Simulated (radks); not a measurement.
Results of a calculation; reference values are marked as such.
Question: Species: W57+. Configuration: [Ne] 3s2 3p5 (the NIST ground configuration). Level of theory: Dirac Kohn-Sham, PBE, spin-unpolarised, spherical densities, finite nucleus; open shells are shared between the two j in proportion to 2j + 1; Fermi nuclear charge, rms radius 5.3658 fm (a radial shooting solver on a logarithmic mesh with Libxc functionals). Some entries of the table are withheld. Estimate them.

orbital     occ.  eigenvalue (hartree)  <r> (bohr)
1s1/2          2                   (1)     0.01835
2s1/2          2             -592.5061         (2)
2p1/2          2             -575.0000         (3)
2p3/2          4             -524.3525         (4)
3s1/2          2             -232.8515      0.1865
3p1/2    1.66667             -226.2408      0.1753
3p3/2    3.33333             -213.1298      0.1870
3d3/2          0             -204.0048      0.1605
3d5/2          0             -200.9262      0.1641
4s1/2          0             -122.4658      0.3510

Answer: 
(1) 1s1/2 eigenvalue (hartree): -2707.147
(2) 2s1/2 <r> (bohr): 0.07621
(3) 2p1/2 <r> (bohr): 0.06301
(4) 2p3/2 <r> (bohr): 0.07072
